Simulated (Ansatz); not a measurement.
Two spin states of NaLi-, each at its own minimum; 2S+1 = 2, 4 were tried, and our sources give no spin for the ground state.

```tsv
level	energy of the multiplicity-4 state above the multiplicity-2 state (kcal/mol)
PBE/def2-TZVPP	28.39
PBE0/def2-TZVPP	28.19
CCSD/def2-TZVPP	30.34
CCSD(T)/def2-TZVPP	30.89
```

The rows run from 28.19 (PBE0/def2-TZVPP) to 30.89 kcal/mol (CCSD(T)/def2-TZVPP).

Each state is the lowest solution found for its spin in def2 and cc sets.

Correlated levels freeze the inner cores; with def2 sets outer-core shells near the valence are correlated too.

Doubts at one or more of the structures used: a spin-contaminated determinant (CCSD/def2-TZVPP, CCSD(T)/def2-TZVPP); T1 above 0.05 (CCSD/def2-TZVPP, CCSD(T)/def2-TZVPP).

The values were computed with Ansatz (a first-principles code).
